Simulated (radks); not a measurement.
Problem. These are the eigenvalues of the occupied orbitals of an atom or ion with whole-number occupations (eV). All-electron calculation, scalar-relativistic Kohn-Sham, HCTH/407, spin-polarised, spherical densities, finite nucleus; Fermi nuclear charge, rms radius of each element as measured or else 0.836 A^(1/3) + 0.57 fm. Program: a radial shooting solver on a logarithmic mesh with Libxc functionals.

| orbital | eigenvalue |
|---|---|
| 1s up | -48380.62 |
| 1s down | -48380.61 |
| 2s up | -7979.854 |
| 2s down | -7979.786 |
| 2p up | -7117.399 |
| 2p down | -7117.351 |
| 3s up | -1783.665 |
| 3s down | -1781.152 |
| 3p up | -1514.991 |
| 3p down | -1512.484 |
| 3d up | -1155.251 |
| 3d down | -1153.325 |
| 4s up | -382.2830 |
| 4s down | -376.4484 |
| 4p up | -293.6464 |
| 4p down | -287.8228 |
| 4d up | -169.9712 |
| 4d down | -164.1245 |
| 5s up | -74.6542 |
| 5s down | -71.4688 |
| 5p up | -52.2686 |
| 5p down | -49.9853 |
| 4f up | -36.0862 |

Which element is it, and in what charge state? The configuration may be excited. Open shells, if any, are filled with parallel spins first.

Solution. Z = 63, europium, charge +3: Eu3+ in [Xe] 4f6. The list shows which subshells hold electrons but not how many an open one holds; the 1s level, -1778 hartree, gives Z - s = 59.6 by -(Z - s)^2/2, which with screening and relativity narrows Z to a few neighbours, and the depths of the outer levels then fix element, charge and occupations together.
